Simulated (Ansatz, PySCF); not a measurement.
Molecule: SeO₃, net charge 0, singlet state. 
Structure (B3LYP-D3(BJ)/def2-TZVP (Ansatz, a quantum-chemistry and plane-wave program) minimum search):
```xyz
4

Se     0.0000     0.0000     0.0000
O      1.6003    -0.0313    -0.0466
O     -0.7730     1.4022     0.0252
O     -0.8274    -1.3708     0.0214
```
Charge 0, spin multiplicity 1.

Wanted: atomisation energy (electronic, to ground-state atoms), in kcal/mol. Valence correlation only, unless marked. UHF or UKS for open shells. Spin-orbit coupling is left out. Frozen are the shells of the preceding noble gas and the d and f shells that filled before the atom's block. Non-relativistic. The coupled-cluster limit lacks core correlation, which all-electron functionals hold. CBS marks a two-point X^-3 extrapolation of the correlation energy; Hartree-Fock from the larger set. [CCSD(T)-MP2]/basis is that difference in the basis named.

```json
[
 {"level": "HF-D3(BJ)/def2-TZVPD", "program": "PySCF + dftd3", "atomisation energy (kcal/mol)": "56.2"},
 {"level": "BLYP-D3(BJ)/def2-TZVPD", "program": "Ansatz + dftd3", "atomisation energy (kcal/mol)": "279.8"},
 {"level": "PBE0-D3(BJ)/def2-TZVP", "program": "Ansatz + dftd3", "atomisation energy (kcal/mol)": "254.1"},
 {"level": "PBE0/def2-TZVPD", "program": "Ansatz", "atomisation energy (kcal/mol)": "252.5"},
 {"level": "HSE06-D4/def2-TZVPD", "program": "Ansatz + dftd4", "atomisation energy (kcal/mol)": "255.1"},
 {"level": "B2GP-PLYP-D3(BJ)/def2-TZVPD", "program": "Ansatz + dftd3", "atomisation energy (kcal/mol)": "254.9"},
 {"level": "MP2/cc-pVDZ", "program": "Ansatz", "atomisation energy (kcal/mol)": "222.6"}
]
```

**Question.** Estimate the value at RI-MP2/CBS(aug-cc-pVTZ,aug-cc-pVQZ)+[CCSD(T)-MP2]/aug-cc-pVTZ as computed with Ansatz.

**Answer.** 264.6 kcal/mol, so MP2/cc-pVDZ differs from it by -42.0 kcal/mol.
